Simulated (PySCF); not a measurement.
```xyz
4
charge 0 multiplicity 4, angstrom
Ir    0.0000    0.0000   -0.0517
O     1.7198    0.0000    0.2065
O    -0.8599    1.4894    0.2065
O    -0.8599   -1.4893    0.2065
```

Computed with PySCF, UPBE0, basis Ir def2-SVP with ECP60, O def2-SVP (scalar-relativistic core potentials, no spin–orbit coupling, density fitting).

This geometry of IrO3 is a stationary point at this level.

(1) What is the point group?

(2) Is it a minimum?

(3) List the harmonic modes with their infrared intensities.

(4) What is the atomisation energy, with and without zero-point energy?

Answers

(1) C3v.

(2) Yes: all harmonic wavenumbers are real.

(3) 
```csv
symmetry,ω (cm⁻¹),"IR (km/mol, summed over degenerate members)"
a1,239,11.5
e,278,4.8
e,829,51.6
a1,923,0.4
```

(4) 1234 kJ/mol without, 1214 kJ/mol with.

Other isomers or separated fragments may lie lower. Open d and f shells are described by one determinant, and the ground state may have another occupation or spin. At this level a doublet minimum of C2v symmetry lies 104 kJ/mol below this structure. Spin–orbit coupling, left out here, can matter for elements this heavy.
